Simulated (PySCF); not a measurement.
Gas-phase thermal properties of GeF4

Energies from PySCF (xtb for GFN2), thermal terms from the rigid-rotor harmonic-oscillator model, ideal gas at 1 bar. 6-31G* has spherical d functions here. All species are closed-shell singlets. B3LYP is the form with VWN-RPA correlation. Ge: all electrons, no relativistic terms. The harmonic model lacks anharmonicity and excited electronic states, which grow with temperature; levels with a mode under 35 cm⁻¹ are left out.

```json
[
 {"level": "B3LYP/6-31G*", "point group": "Td", "σ": "12", "ZPE (kJ/mol)": "25.5", "S°298 (J/mol/K)": "303.9", "Cp298 (J/mol/K)": "82.4", "S°1000 (J/mol/K)": "420.1", "H1000 − H298 (kJ/mol)": "68.9"},
 {"level": "GFN2-xTB", "point group": "Td", "σ": "12", "ZPE (kJ/mol)": "18.3", "S°298 (J/mol/K)": "322.7", "Cp298 (J/mol/K)": "91.5", "S°1000 (J/mol/K)": "444.9", "H1000 − H298 (kJ/mol)": "71.8"},
 {"level": "HF/6-31G*", "point group": "Td", "σ": "12", "ZPE (kJ/mol)": "27.9", "S°298 (J/mol/K)": "298.5", "Cp298 (J/mol/K)": "79.5", "S°1000 (J/mol/K)": "412.6", "H1000 − H298 (kJ/mol)": "67.8"},
 {"level": "PBE/def2-SVP", "point group": "Td", "σ": "12", "ZPE (kJ/mol)": "24.6", "S°298 (J/mol/K)": "306.4", "Cp298 (J/mol/K)": "83.4", "S°1000 (J/mol/K)": "423.3", "H1000 − H298 (kJ/mol)": "69.2"},
 {"level": "PBE0/def2-TZVP", "point group": "Td", "σ": "12", "ZPE (kJ/mol)": "25.9", "S°298 (J/mol/K)": "303.1", "Cp298 (J/mol/K)": "81.8", "S°1000 (J/mol/K)": "418.9", "H1000 − H298 (kJ/mol)": "68.7"}
]
```
σ: rotational symmetry number. Electronic degeneracy used: 1. Frequencies are unscaled.
